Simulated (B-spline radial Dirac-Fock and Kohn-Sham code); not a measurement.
Satellites and hypersatellites of the K lines of Nd³⁶⁺

System: neodymium as Nd³⁶⁺, configuration 1s2 2s2 2p6 3s2 3p6 3d6.

Level of theory: Dirac-Fock energy differences between relaxed states, corrected for Breit and QED terms; a radial B-spline solver. Each two-hole energy is an average over J within one jj subconfiguration, not an observable level; in light atoms, where LS coupling holds, the j-resolved values are not observed lines, and for a K spectator the Kα1 hypersatellite is nearly forbidden. Correlation and solid-state effects are left out.

Lines without a spectator: Kα2 (K-L2) 36886.7 eV, Kα1 (K-L3) 37405.9 eV, Kβ3 (K-M2) 42404.3 eV, Kβ1 (K-M3) 42521.2 eV. Shifts in eV with one spectator hole (a dash: not computed, or left out as unreliable):

```csv
spectator hole,Kα2,Kα1,Kβ3,Kβ1
K (1s),+731.4,+766.5,+946.8,+955.4
L2 (2p1/2),+89.0,+114.6,–,+237.2
L3 (2p3/2),+79.5,+82.5,+199.4,–
M2 (3p1/2),–,+19.20,+43.7,+50.7
M3 (3p3/2),+13.29,–,+42.1,+42.2
```

With n spectator holes in 2p, averaged over the 2p shell (energies in eV):

```tsv
n	KαLⁿ	step	hypersatellite KαʰLⁿ
0	37232.8	–	37987.6
1	37323.5	+90.7	38080.1
2	37415.8	+92.3	38174.2
3	37509.6	+93.8	38269.8
4	37605.1	+95.4	38367.0
5	37702.0	+97.0	38465.7
```
